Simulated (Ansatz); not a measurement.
BGeH5 (SMILES [BH2][GeH3]): the vertical energy of the triplet above the singlet from total energies

BGeH5 has 7 atoms, charge 0, and is taken as a singlet. SMILES: `[BH2][GeH3]`. Geometry: relaxed at PBE0-D4/def2-TZVP.

Both states at this one shape; open shells run unrestricted unless said. 1 Eh = 27.2114 eV.

```
              level  program  singlet BGeH5 (Eh)  triplet BGeH5 (Eh)
wB97M-V/aug-cc-pVDZ   Ansatz        -2104.619074        -2104.483706
  wB97X/aug-cc-pVDZ   Ansatz        -2104.811142        -2104.678299
```

Task: Work out the vertical gap, second state less first, at each level.

Result: 
1. wB97M-V/aug-cc-pVDZ: -2104.483706 − (-2104.619074) = 0.135368 Eh = 3.68 eV.
2. wB97X/aug-cc-pVDZ: -2104.678299 − (-2104.811142) = 0.132843 Eh = 3.61 eV.

No measured value is set beside it here; the levels span 3.61 to 3.68 eV. All-electron rows are non-relativistic unless named.
